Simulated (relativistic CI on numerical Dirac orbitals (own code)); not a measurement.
What each ingredient does to the levels of Hf⁶⁸⁺

Base calculation: Dirac-Coulomb-Breit CI, KLI orbitals optimised for each configuration, model QED (radiative potential, 1s self-energy scaled to tabulated hydrogen-like ionisation energies), unscaled Slater integrals.

Configurations in the expansion (outside the closed core 1s2): 2s2, 2s 2p, 2p2, 2p 3s, 2p 3p, 2s 3s, 2s 3p, 2s 3d, 2s 4s, 2s 4p, 2s 4d, 2s 4f, 3s2, 3s 3p, 3p2. Levels of other configurations are missing.

Variants: (1) P86 correlation estimate; (2) configuration mixing switched off; (3) non-relativistic limit. Shifts of the energy above 2s2 1S_0, in eV, for the lowest level and the first level of each name with at least 55 % of one term (blank where a level changes its place among those of its configuration and J or its character, or is not in the variant):

```tsv
Level	Base	Δ(1)	Δ(2)	Δ(3)
2s2 1S_0	0.0	0.0	0.0	0.0
2s 2p 3P°_0	164.5	-0.1	-10.7	-41.5
2s 2p 3P°_1	197.6	-0.1	-10.7	-74.6
2p2 3P_0	465.1	-0.3	-18.4	-148.3
2s 2p 3P°_2	1471.6	-0.1	-10.8	-1348.6
2s 2p 1P°_1	1559.9	-0.1	-10.7	-1323.7
2p2 3P_1	1730.0	-0.3	-10.8	-1413.1
2p2 1D_2	1748.1	-0.3	-10.5	
2p2 3P_2	3049.4	-0.3	-10.7	
2p2 1S_0	3116.1	-0.3	-13.4	-2676.2
2s 3s 3S_1	10310.9	+0.9	-9.7	-1037.7
2s 3s 1S_0	10343.9	+0.9	-7.1	-1046.1
2s 3p 3P°_0	10388.6	+1.0	-10.8	-1053.4
2s 3p 3P°_1	10389.0	+1.0	-9.7	
2p 3s 3P°_0	10515.7	+0.4	-11.0	-1088.8
2p 3s 3P°_1	10517.5	+0.4	-9.8	-1090.6
2p 3p 3D_1	10562.5	+0.6	-10.1	
2p 3p 3P_0	10615.2	+0.6	-13.9	-1127.6
2s 3p 3P°_2	10774.5	+1.0	-10.8	-1439.4
2s 3p 1P°_1	10782.4	+1.0	-12.1	
2s 3d 3D_1	10807.7	+1.1	-11.5	-1440.7
2s 3d 3D_2	10813.0	+1.1	-10.5	-1445.9
```

At this charge energies of transitions that change n are usually good to better than 1 %, and those within a shell (Δn = 0) to a few per cent.

Ionisation energy from the two ground configurations alone: base 18174.7 eV. The NIST ASD value (theoretical) is 18180 eV.

LS names give the leading component of a level, which can be under half, so a name can repeat, a term be missing and a line seem to break the LS rules.
